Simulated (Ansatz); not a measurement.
Input for Ansatz (a quantum-chemistry and plane-wave program): R-CCSD(T)/aug-cc-pVDZ on H2 (SMILES [H][H]) with ghost functions, monomers drawn apart or pushed together.

Ansatz 0.2 input:
```yaml
crystal:
  periodic: [false, false, false]
  atoms:
    - {symbol: H, position_ang: [-0.10580079, 0.05246248, 3.22394243]}
    - {symbol: H, position_ang: [0.12852840, -0.24893118, 3.86283835]}
basis:
  gaussian:
    orbitals: aug-cc-pVDZ
    ghost_atoms:
      - {symbol: O, position_ang: [0.50265137, -0.48885925, -0.95778760]}
      - {symbol: C, position_ang: [-0.00848716, 0.07421414, -0.08262689]}
      - {symbol: O, position_ang: [-0.52000355, 0.63784891, 0.79265810]}
magnetization: {spin_polarized: false}
correlation: {method: ccsd_t, electrons: outside_noble_gas}
scf: {lower_state_search: off}
```

The head of its log:

```
WARN ansatz: RAYON_NUM_THREADS=1 ignored (pool sized by the plan → 1); use --threads N
Functional definition: HF
these checks for a lower state are left out or cut short: stability, starts, cluster_reference, orbital_swaps, neighbouring_geometries, increment
integrals: 0.07 GiB planned
553 factors; integrals over basis functions are off by at most 8.5e-4 eV
mean field: 0.08 GiB planned
mean field evaluation 1: about -30.6237 eV, gradient 3.8e0 eV
mean field evaluation 2: about -30.6228 eV, gradient 3.8e0 eV
mean field evaluation 4: about -30.7171 eV, gradient 5.8e-2 eV
mean field evaluation 8: about -30.7171 eV, gradient 9.2e-8 eV
mean field -30.71710606 eV, -1.1288328271 hartree, gradient 1.5e-7 eV, S^2 0.000000; 0 other end points of the search recorded, 0 dependent functions left out
reference -30.71710606 eV, -1.1288328271 hartree; 1, 1 occupied and 86, 86 virtual orbitals, 553 factors
```

Q: Give the final energy of this run.

A: -1.1648 hartree (reference determinant -1.1288, T1 diagnostic 0.005).
